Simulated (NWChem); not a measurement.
Program: NWChem. System: Au2, charge 0, spin multiplicity 1, at a geometry optimised with PBE/def2-SVP with def2 effective core potentials on Au. The structure started from a generated list of species. Level: PBE0/def2-TZVP with def2 effective core potentials on Au.

Output (cleaned and shortened):

```
             Northwest Computational Chemistry Package (NWChem) 7.3.0
             --------------------------------------------------------

                                NWChem Input Module
                                -------------------

 Scaling coordinates for geometry "geometry" by  1.889725989
 (inverse scale =  0.529177249)

 Turning off AUTOSYM since
 SYMMETRY directive was detected!

                             Geometry "geometry" -> ""
                             -------------------------

 Output coordinates in angstroms (scale by  1.889725989 to convert to a.u.)

  No.       Tag          Charge          X              Y              Z
 ---- ---------------- ---------- -------------- -------------- --------------
    1 Au                  79.0000     0.00000000     0.00000000     1.27320100
    2 Au                  79.0000     0.00000000     0.00000000    -1.27320100

 Effective nuclear repulsion energy (a.u.)    1296.9653695713

            Nuclear Dipole moment (a.u.)
            ----------------------------
        X                 Y               Z
 ---------------- ---------------- ----------------
     0.0000000000     0.0000000000     0.0000000000

      Symmetry information
      --------------------

 Group name             D2h
 Group number             26
 Group order               8
 No. of unique centers     1

      Symmetry unique atoms

     1


 Summary of "ao basis" -> "" (spherical)
 ------------------------------------------------------------------------------
       Tag                 Description            Shells   Functions and Types
 ---------------- ------------------------------  ------  ---------------------
 *                         def2-tzvp                  on all atoms

                                 NWChem DFT Module
                                 -----------------

 Summary of "ao basis" -> "ao basis" (spherical)
 ------------------------------------------------------------------------------
       Tag                 Description            Shells   Functions and Types
 ---------------- ------------------------------  ------  ---------------------
 Au                        def2-tzvp                14       40   6s4p3d1f

 Summary of "ao basis" -> "ao basis" (spherical)
 ------------------------------------------------------------------------------
       Tag                 Description            Shells   Functions and Types
 ---------------- ------------------------------  ------  ---------------------
 Au                        def2-tzvp                14       40   6s4p3d1f

      Symmetry analysis of basis
      --------------------------

        ag         18
        au          4
        b1g         4
        b1u        18
        b2g         9
        b2u         9
        b3g         9
        b3u         9

            General Information
            -------------------
          SCF calculation type: DFT
          Wavefunction type:  closed shell.
          No. of atoms     :     2
          No. of electrons :    38
           Alpha electrons :    19
            Beta electrons :    19
          Charge           :     0
          Spin multiplicity:     1
          Use of symmetry is: on ; symmetry adaption is: on
          Maximum number of iterations: 100
          AO basis - number of functions:    80
                     number of shells:    28
          Convergence on energy requested:  1.00D-06
          Convergence on density requested:  1.00D-05
          Convergence on gradient requested:  5.00D-04

              XC Information
              --------------
                         PBE0 Method XC Functional
                     Hartree-Fock (Exact) Exchange  0.250
          PerdewBurkeErnzerhof Exchange Functional  0.750
            Perdew 1991 LDA Correlation Functional  1.000 local
           PerdewBurkeErnz. Correlation Functional  1.000 non-local

             Grid Information
             ----------------
          Grid used for XC integration:  medium
          Radial quadrature: Mura-Knowles
          Angular quadrature: Lebedev.
          Tag              B.-S. Rad. Rad. Pts. Rad. Cut. Ang. Pts.
          ---              ---------- --------- --------- ---------
[...]
 !! scf_movecs_sym_adapt:   36 vectors were symmetry contaminated

   convergence    iter        energy       DeltaE   RMS-Dens  Diis-err    time
 ---------------- ----- ----------------- --------- --------- ---------  ------
 d= 0,ls=0.0,diis     1   -271.4059772434 -3.46D+02  1.36D-02  6.09D-01     0.4

 !! scf_movecs_sym_adapt:   36 vectors were symmetry contaminated

  Symmetry fudging

 !! scf_movecs_sym_adapt:   36 vectors were symmetry contaminated

 d= 0,ls=0.0,diis     2   -271.3570506639  4.89D-02  9.71D-03  1.40D+00     0.4

 !! scf_movecs_sym_adapt:   38 vectors were symmetry contaminated

  Symmetry fudging

 !! scf_movecs_sym_adapt:   34 vectors were symmetry contaminated

 d= 0,ls=0.0,diis     3   -271.4773605923 -1.20D-01  7.52D-04  1.57D-03     0.5

 !! scf_movecs_sym_adapt:   38 vectors were symmetry contaminated

  Symmetry fudging

 !! scf_movecs_sym_adapt:   36 vectors were symmetry contaminated

 d= 0,ls=0.0,diis     4   -271.4774275931 -6.70D-05  2.03D-04  8.62D-04     0.5

 !! scf_movecs_sym_adapt:   36 vectors were symmetry contaminated

  Symmetry fudging

 !! scf_movecs_sym_adapt:   36 vectors were symmetry contaminated

 d= 0,ls=0.0,diis     5   -271.4774948037 -6.72D-05  3.71D-05  5.56D-06     0.5

 !! scf_movecs_sym_adapt:   38 vectors were symmetry contaminated

  Symmetry fudging

 !! scf_movecs_sym_adapt:   36 vectors were symmetry contaminated

 d= 0,ls=0.0,diis     6   -271.4774953081 -5.04D-07  4.52D-06  8.78D-08     0.6

         Total DFT energy =     -271.477495308114
      One electron energy =     -627.594250097183
           Coulomb energy =      306.777883611467
    Exchange-Corr. energy =      -25.681878448298
 Nuclear repulsion energy =       75.020749625900

 Numeric. integr. density =       38.000000067544

     Total iterative time =      0.4s

                  Occupations of the irreducible representations
                  ----------------------------------------------

                     irrep           alpha         beta
                     --------     --------     --------
                     ag                5.0          5.0
                     au                1.0          1.0
                     b1g               1.0          1.0
                     b1u               4.0          4.0
                     b2g               2.0          2.0
                     b2u               2.0          2.0
                     b3g               2.0          2.0
                     b3u               2.0          2.0

                       DFT Final Molecular Orbital Analysis
                       ------------------------------------

 Vector   17  Occ=2.000000D+00  E=-2.885434D-01  Symmetry=b3g
              MO Center= -7.3D-19,  1.2D-17, -5.6D-16, r^2= 2.7D+00
   Bfn.  Coefficient  Atom+Function         Bfn.  Coefficient  Atom+Function
  ----- ------------  ---------------      ----- ------------  ---------------
    20      0.500311  1 Au d -1              60      0.500311  2 Au d -1
    25      0.248335  1 Au d -1              65      0.248335  2 Au d -1
    30      0.113999  1 Au d -1              70      0.113999  2 Au d -1
    11     -0.025377  1 Au py                51      0.025377  2 Au py

 Vector   18  Occ=2.000000D+00  E=-2.827304D-01  Symmetry=b1u
              MO Center= -2.0D-16, -7.8D-16, -6.3D-14, r^2= 2.7D+00
   Bfn.  Coefficient  Atom+Function         Bfn.  Coefficient  Atom+Function
  ----- ------------  ---------------      ----- ------------  ---------------
    21      0.480933  1 Au d  0              61     -0.480933  2 Au d  0
    26      0.241897  1 Au d  0              66     -0.241897  2 Au d  0
     5     -0.128734  1 Au s                 45      0.128734  2 Au s
     3      0.112056  1 Au s                 43     -0.112056  2 Au s
    31      0.107381  1 Au d  0              71     -0.107381  2 Au d  0

 Vector   19  Occ=2.000000D+00  E=-2.606258D-01  Symmetry=ag
              MO Center= -5.8D-17,  1.2D-16,  2.9D-13, r^2= 3.6D+00
   Bfn.  Coefficient  Atom+Function         Bfn.  Coefficient  Atom+Function
  ----- ------------  ---------------      ----- ------------  ---------------
     5      0.477147  1 Au s                 45      0.477147  2 Au s
     3     -0.357005  1 Au s                 43     -0.357005  2 Au s
     2      0.218008  1 Au s                 42      0.218008  2 Au s
     6      0.210520  1 Au s                 46      0.210520  2 Au s
    21     -0.169304  1 Au d  0              61     -0.169304  2 Au d  0

 Vector   20  Occ=0.000000D+00  E=-1.236817D-01  Symmetry=b1u
              MO Center=  2.2D-30,  3.5D-30, -2.0D-15, r^2= 6.8D+00
   Bfn.  Coefficient  Atom+Function         Bfn.  Coefficient  Atom+Function
  ----- ------------  ---------------      ----- ------------  ---------------
     6      0.508743  1 Au s                 46     -0.508743  2 Au s
     5      0.491571  1 Au s                 45     -0.491571  2 Au s
     3     -0.321896  1 Au s                 43      0.321896  2 Au s
     2      0.199465  1 Au s                 42     -0.199465  2 Au s
     4     -0.154212  1 Au s                 44      0.154212  2 Au s

 Vector   21  Occ=0.000000D+00  E=-1.559998D-02  Symmetry=b3u
              MO Center= -2.5D-17,  4.2D-30,  7.5D-17, r^2= 8.4D+00
   Bfn.  Coefficient  Atom+Function         Bfn.  Coefficient  Atom+Function
  ----- ------------  ---------------      ----- ------------  ---------------
    16      0.535123  1 Au px                56      0.535123  2 Au px
    10     -0.143421  1 Au px                50     -0.143421  2 Au px
    13      0.133364  1 Au px                53      0.133364  2 Au px
     7      0.060621  1 Au px                47      0.060621  2 Au px
    22     -0.041643  1 Au d  1              62      0.041643  2 Au d  1

 Vector   22  Occ=0.000000D+00  E=-1.559998D-02  Symmetry=b2u
              MO Center= -3.4D-29, -9.7D-18, -3.0D-17, r^2= 8.4D+00
   Bfn.  Coefficient  Atom+Function         Bfn.  Coefficient  Atom+Function
  ----- ------------  ---------------      ----- ------------  ---------------
    17      0.535123  1 Au py                57      0.535123  2 Au py
    11     -0.143421  1 Au py                51     -0.143421  2 Au py
    14      0.133364  1 Au py                54      0.133364  2 Au py
     8      0.060621  1 Au py                48      0.060621  2 Au py
    20      0.041643  1 Au d -1              60     -0.041643  2 Au d -1

 center of mass
 --------------
 x =   0.00000000 y =   0.00000000 z =   0.00000000

 moments of inertia (a.u.)
 ------------------
        2280.416620214876           0.000000000000           0.000000000000
           0.000000000000        2280.416620214876           0.000000000000
           0.000000000000           0.000000000000           0.000000000000

     Multipole analysis of the density
     ---------------------------------

     L   x y z        total         alpha         beta         nuclear
     -   - - -        -----         -----         ----         -------
     0   0 0 0     -0.000000    -19.000000    -19.000000     38.000000

     1   1 0 0     -0.000000     -0.000000     -0.000000      0.000000
     1   0 1 0     -0.000000     -0.000000     -0.000000      0.000000
     1   0 0 1     -0.000000     -0.000000     -0.000000      0.000000

     2   2 0 0    -34.638777    -17.319389    -17.319389      0.000000
     2   1 1 0      0.000000      0.000000      0.000000      0.000000
     2   1 0 1      0.000000      0.000000      0.000000      0.000000
     2   0 2 0    -34.638777    -17.319389    -17.319389      0.000000
     2   0 1 1     -0.000000     -0.000000     -0.000000      0.000000
     2   0 0 2    -28.294844   -124.135399   -124.135399    219.975954

 Task  times  cpu:        0.6s     wall:        0.6s

 Total times  cpu:        0.6s     wall:        0.6s
```

Task: Write an NWChem input that would produce this output.

Result: One answer among several that fit: 
```
start mol
memory heap 200 mb stack 900 mb global 1100 mb
geometry units angstroms nocenter noautoz
  Au     0.000000     0.000000     1.273201
  Au     0.000000     0.000000    -1.273201
  symmetry group D2h
end
basis spherical
  * library def2-tzvp
end
ecp
  Au library def2-ecp
end
dft
  xc pbe0
  semidirect memsize 60000000 filesize 0
  iterations 100
end
task dft energy
```
